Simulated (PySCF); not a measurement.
Spectrum to structure. The calculation used PySCF 2.14.0, density-fitted response routines, TDDFT CAM-B3LYP/def2-SVPD, vertical, gas phase, core orbitals frozen in the response. Geometries: GFN2-xTB, one conformer each.

```csv
state,E (eV),f
S1,6.68,0.028
S2,6.89,0.355
S3,7.22,0.038
S4,7.59,0.0008
S5,7.76,0.012
S6,7.77,0.027
S7,7.85,0.039
S8,7.90,0.0030
```

Triplets computed (Tamm–Dancoff): 4.20, 6.16, 6.47 eV.

Orbital energies (eV): HOMO-3 -11.15, HOMO-2 -10.71, HOMO-1 -10.49, HOMO -9.80, LUMO -0.10, LUMO+1 0.61, LUMO+2 0.98.

Question: Which candidate is it?
A. `N(N[SiH2][SiH2]O[SiH3])=C`
B. `N[Si@@H]1N[SiH2]CO[SiH2]1`
C. `C(/[SiH2]Cl)=C/CC#N`
D. `O([SiH2]N)[Si@H]1[SiH2]NC1`

Answer: C. Its S1, at 6.68 eV, is the highest among the candidates; the nearest of the others has S1 at 5.45 eV. S1 is HOMO-1→LUMO (75%), HOMO-5→LUMO (10%). Löwdin shares by element: HOMO carbon 66% or more, silicon 8%, hydrogen 4% or more (atoms not listed hold the other 22%); LUMO carbon 62% or more, silicon 13% (atoms not listed hold the other 24%). At the same level the other candidates give, for their lowest levels:
- `N[Si@@H]1N[SiH2]CO[SiH2]1`: 5.44 eV (f 0.002); 5.85 eV (f 0.003); 6.03 eV (f 0.004); 6.28 eV (f 0.014); 6.45 eV (f 0.007); T1 4.95 eV; HOMO -8.45, LUMO 0.28 eV
- `C=NN[SiH2][SiH2]O[SiH3]`: 5.45 eV (f 0.001); 5.97 eV (f 0.272); 6.00 eV (f 0.028); 6.31 eV (f 0.011); 6.38 eV (f 0.032); T1 3.81 eV; HOMO -7.99, LUMO 0.35 eV
- `N[SiH2]O[Si@@H]1CN[SiH2]1`: 5.36 eV (f 0.001); 5.83 eV (f 0.005); 6.14 eV (f 0.037); 6.26 eV (f 0.005); 6.55 eV (f 0.034); T1 5.07 eV; HOMO -7.90, LUMO 0.72 eV

Conformer computed: `[N:1]#[C:2][CH2:3]/[CH:4]=[CH:5]\[SiH2:6][Cl:7]`: C2–C3–C4–C5 -107°, C4–C5–Si6–Cl7 180°.
